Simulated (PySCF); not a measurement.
Several molecules and their computed UV-vis stick spectra, shuffled. Level of theory: TDDFT PBE0/def2-SVPD, vertical, gas phase, core orbitals frozen in the response (PySCF 2.14.0, density-fitted response routines). Geometries: GFN2-xTB; one conformer of each isolated species. Triplets are in the Tamm–Dancoff approximation.

A. `O=C[C@@H]1CCCOC1`
B. `C/C=C(/C)CC(=O)O`
C. `C=C[SiH2]P([SiH3])[SiH2]F`
D. `CC(C)O/C=C\C=O`

Lowest singlet levels (six at most, fewer where fewer were computed) with oscillator strengths:

1. 226 nm (f 0.059); 200 nm (f 0.038); 197 nm (f 0.009); 180 nm (f 0.109); 178 nm (f 0.147); 171 nm (f 0.008); T1 4.07 eV
2. 238 nm (f 0.007); 234 nm (f 0.007); 206 nm (f 0.005); 199 nm (f 0.010); 198 nm (f 0.002); 195 nm (f 0.045); T1 4.24 eV
3. 339 nm (f 0.000); 233 nm (f 0.442); 190 nm (f 0.009); 186 nm (f 0.002); 178 nm (f 0.005); 175 nm (f 0.004); T1 3.12 eV
4. 303 nm (f 0.000); 215 nm (f 0.020); 182 nm (f 0.011); 177 nm (f 0.001); 174 nm (f 0.021); 169 nm (f 0.005); T1 3.47 eV

Task: Match each spectrum to its molecule.

Result: 1 = B, 2 = C, 3 = D, 4 = A.
- A: S1 at 4.10 eV, HOMO→LUMO (89%), HOMO-1→LUMO (9%); Löwdin shares by element: HOMO oxygen 58%, carbon 22% or more (atoms not listed hold the other 20%); LUMO carbon 46% or more, oxygen 33% or more, hydrogen 6% or more; HOMO -7.19 and LUMO -0.88 eV.
- B: S1 at 5.48 eV, HOMO→LUMO (69%), HOMO-1→LUMO (18%), HOMO→LUMO+2 (8%); Löwdin shares by element: HOMO carbon 73% or more (atoms not listed hold the other 27%); LUMO carbon 49% or more, oxygen 19% or more (atoms not listed hold the other 32%); HOMO -6.89 and LUMO -0.24 eV.
- C: S1 at 5.21 eV, HOMO→LUMO+1 (97%); Löwdin shares by element: HOMO phosphorus 60%, silicon 28%; LUMO carbon 58%, silicon 10% or more, phosphorus 7% (atoms not listed hold the other 25%); HOMO -7.25 and LUMO -0.91 eV.
- D: S1 at 3.65 eV, HOMO→LUMO (97%); Löwdin shares by element: HOMO oxygen 64% or more, carbon 24% or more, hydrogen 8% or more; LUMO carbon 60% or more, oxygen 22% or more (atoms not listed hold the other 18%); HOMO -7.01 and LUMO -1.39 eV.
